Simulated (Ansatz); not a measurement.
Consider the isomerisation: `N[SiH2]OCO` → `NC(O)O[SiH3]`.

Gas-phase electronic energies from Ansatz, PBE0-D4/def2-TZVP geometries. CBS: MP2 limit from def2 TZ/QZ plus the TZ coupled-cluster correction, frozen cores. DFT in def2-TZVPP. Each species was taken in one conformer, which may not be the lowest.

**Question.** Is it downhill or uphill in electronic energy at CCSD(T)/CBS, and by how much? (An estimate is asked.)

**Answer.** The calculation gave: Uphill: ΔE = +22.2 kcal/mol.

**Question.** What do these levels give: r2SCAN-D4, PBE0-D4, ωB97M-V, PBE, HF/def2-TZVPP, MP2/CBS(def2)? (Estimate.)

**Answer.** Ansatz gave: r2SCAN-D4 21.2, PBE0-D4 20.7, ωB97M-V 21.5, PBE 20.6, HF/def2-TZVPP 21.7, MP2/CBS(def2) 23.3 kcal/mol.

Largest T1 diagnostic among the species: 0.011.
